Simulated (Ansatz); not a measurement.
Species: methyl-bis(methylsulfanyl)borane, C3H9BS2 (charge 0, singlet). 
Coordinates optimised at B3LYP-D3(BJ)/def2-TZVP (Ansatz, a quantum-chemistry and plane-wave program):
```xyz
15

C     -1.7216    -1.5657    -0.0358
S     -1.5907     0.1882     0.4412
B      0.0731     0.8242     0.2054
C      0.1939     2.3687     0.5264
S      1.6258     0.0961    -0.3299
C      1.4375    -1.6640    -0.7624
H     -1.0993    -2.1963     0.5920
H     -1.4763    -1.7123    -1.0834
H     -2.7645    -1.8346     0.1211
H     -0.5234     2.6951     1.2818
H     -0.0142     2.9427    -0.3821
H      1.1945     2.6493     0.8604
H      1.1204    -2.2511     0.0942
H      2.4269    -1.9975    -1.0694
H      0.7496    -1.7996    -1.5915
```
Charge 0, spin multiplicity 1.

Atomisation energy built up term by term with Ansatz (kcal/mol; UHF references for open shells; valence terms freeze the core; atomic spin-orbit terms are left out). CBS marks a two-point X^-3 extrapolation of the correlation energy; Hartree-Fock from the larger set.

```tsv
term	basis	kcal/mol
Hartree-Fock	cc-pV(Q+d)Z	?
CCSD correlation	CBS(cc-pV(T+d)Z,cc-pV(Q+d)Z)	312.30
(T)	CBS(cc-pV(T+d)Z,cc-pV(Q+d)Z)	?
core correlation	cc-pwCVTZ	5.51
scalar relativity (X2C)	cc-pVTZ-DK against cc-pVTZ	-1.41
sum: De		?
```

Task: Complete the blanks.

Result: 
- Hartree-Fock, kcal/mol: 1013.04
- (T), kcal/mol: 21.82
- sum: De, kcal/mol: 1351.3
